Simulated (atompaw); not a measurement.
**osmium (Os): PAW (atompaw) pseudisation with LDA (PW92), scalar-relativistic reference atom.**

atompaw 4.2.0.5 input, output lines left out:

```
Os 76
LDA-PW scalarrelativistic loggrid 2001 logderivrange -9 5 351
6 6 5 4 0 0
6 0 1
6 1 0
5 2 6
0 0 0
c
c
c
c
v
v
c
c
c
v
v
c
c
v
c
2
2.25 1.95 2.05 2.00
n
n
y
-0.55
n
custom rrkj gramschmidtortho sinc
bessel
1.20
2.25
1.70
2.25
2.25
2.25
```

All-electron outer shells of the reference configuration (LDA (PW92), scalar-relativistic, ld1.x):

| shell | level (eV) | outermost node (bohr) | outermost maximum (bohr) |
| --- | --- | --- | --- |
| 5s | -99.95 | 0.51 | 0.91 |
| 4f | -60.40 | – | 0.40 |
| 5p | -59.19 | 0.55 | 1.03 |
| 5d | -14.40 | 0.60 | 1.36 |
| 6s | -13.47 | 1.20 | 2.39 |
| 6p | -7.30 | 1.42 | 3.10 |

Results:

```json
{"Cutoffs needed": "35 Ry and 70 Ry (the cutoffs (Ry, on a coarse ladder) from which the occupation-weighted sum of valence levels, in a spherical-Bessel basis at the reference potential, stays within 10 and 1 mRy of its value at 400 Ry)", "Ghost test": "no extra level below or beside the all-electron valence levels (s, p, d, f tested) (spherical-Bessel basis up to 400 Ry, 20 bohr box)", "Lowest eigenvalue of the overlap operator": "0.40 (s channel)", "Overlap eigenvalues printed by atompaw (projector basis)": "0.151, 0.253, 0.549, 4.16, 10.3, 140", "Share of each valence orbital outside the PAW sphere": "5s 0 %, 6s 69 %, 5p 2 %, 6p 89 %, 5d 21 %"}
```

Generation and tests took about 44 s on one core of a shared server CPU.
